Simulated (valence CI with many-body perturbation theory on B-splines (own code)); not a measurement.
## Valence orbitals of K XIII

Computed by valence CI with perturbative core correlation (CI+MBPT): five valence electrons over a frozen Dirac-Fock core [He], a basis of 11 s, 11 p, 10 d, 8 f, 5 g, 2 h functions for each j, with the one-electron correlation potential Σ1, the two-electron term Σ2, the three-electron term Σ3, Breit, model QED; selected CI, second order for the rest, scaled by the run's own slope (own B-spline code, finite nucleus).

No measured levels were compared; by estimate levels of excited configurations hold to 0.05 to 0.15 % of their energy, terms of the ground configuration to about 0.5 %. Among the levels kept, up to 5500 cm⁻¹ of a level comes from second order outside the variational space, and about a tenth of that is noise between levels of different J, which matters for small intervals.

These are the spectroscopic orbitals of the CI (the correlating ones are not listed), shaped by the core and the other valence electrons. h is the expectation value of the core's Dirac-Fock operator, without the valence repulsion; Σ1 is computed up to l = 3 at one energy for each symmetry, that of its lowest orbital but kept below the first core excitation, so for empty shells it is not the orbital's own correlation shift; Breit and QED include the response of the core.

```csv
Orbital,h (hartree),Σ1 (cm⁻¹),Breit (cm⁻¹),QED (cm⁻¹),⟨r⟩ (bohr)
2s1/2,-37.84,-1018,1359,1007,0.3602
3s1/2,-16.313,-215,341,259,0.8769
4s1/2,-9.0014,-78.3,130,99,1.634
5s1/2,-5.6993,-37.5,63.4,48.6,2.618
6s1/2,-3.9299,-20.9,35.6,27.4,3.833
7s1/2,-2.873,-12.9,22.0,16.9,5.277
2p1/2,-36.515,-2238,2513,-71.8,0.3164
3p1/2,-15.884,-452,631,-18.2,0.8553
4p1/2,-8.8164,-166,245,-7.1,1.632
5p1/2,-5.6037,-80.0,121,-3.5,2.637
6p1/2,-3.8743,-44.8,68.5,-2.0,3.871
7p1/2,-2.8379,-27.6,42.5,-1.2,5.335
2p3/2,-36.358,-2172,1125,-3.3,0.3184
3p3/2,-15.839,-439,276,-0.8,0.8581
4p3/2,-8.7977,-161,106,-0.3,1.636
5p3/2,-5.5942,-77.8,52.4,-0.1,2.641
6p3/2,-3.8689,-43.6,29.6,-0.1,3.877
7p3/2,-2.8345,-26.9,18.4,-0.1,5.341
3d3/2,-15.52,-137,12.1,-2.5,0.7637
4d3/2,-8.6683,-58.4,6.5,-1.0,1.562
5d3/2,-5.5286,-30.0,3.6,-0.5,2.588
6d3/2,-3.831,-17.4,2.2,-0.3,3.844
7d3/2,-2.8108,-10.9,1.4,-0.2,5.328
3d5/2,-15.508,-136,3.6,2.0,0.7645
4d5/2,-8.663,-57.8,1.9,0.8,1.563
5d5/2,-5.5259,-29.7,1.1,0.4,2.589
6d5/2,-3.8295,-17.2,0.6,0.2,3.845
7d5/2,-2.8098,-10.8,0.4,0.2,5.330
4f5/2,-8.5546,-8.8,0.0,-0.4,1.377
5f5/2,-5.4757,-5.1,0.0,-0.2,2.412
6f5/2,-3.8018,-3.1,0.0,-0.1,3.679
7f5/2,-2.7928,-2.0,0.0,-0.1,5.174
4f7/2,-8.5524,-8.8,0.0,0.3,1.378
5f7/2,-5.4745,-5.0,0.0,0.2,2.413
6f7/2,-3.8011,-3.1,0.0,0.1,3.679
7f7/2,-2.7924,-2.0,0.0,0.1,5.175
5g7/2,-5.462,,0.0,-0.1,2.114
6g7/2,-3.7932,,0.0,-0.1,3.383
7g7/2,-2.787,,0.0,0.0,4.881
5g9/2,-5.4613,,0.0,0.1,2.115
6g9/2,-3.7928,,0.0,0.1,3.383
7g9/2,-2.7868,,0.0,0.0,4.882
6h9/2,-3.7923,,,,2.999
6h11/2,-3.792,,,,3.000
```

Among the shells of the start configuration 2s2 2p3, Σ1 is largest in size for 2p1/2, where it is 0.028 % of h.

Lowest root of each symmetry, sizes in configuration state functions:

```csv
J,Parity,Roots,Reference,Variational,Second order,Change by selected CI (cm⁻¹),Change by second order (cm⁻¹)
1/2,even,25,105,31990,1094226,-25570,-765
3/2,even,33,160,31966,1883400,-24226,-2075
5/2,even,27,159,31979,2464666,-23525,-2797
7/2,even,12,110,31765,4571461,-34035,-2901
9/2,even,4,67,36016,3218610,-35392,-1653
1/2,odd,24,101,31935,1056519,-26588,-1195
3/2,odd,36,159,31874,1996499,-22677,-1592
5/2,odd,28,151,31860,2754380,-25088,-3250
7/2,odd,17,113,31514,4137639,-30325,-4862
9/2,odd,7,65,32024,3849828,-24525,-733
11/2,odd,2,33,44152,3726876,-35534,-1025
```
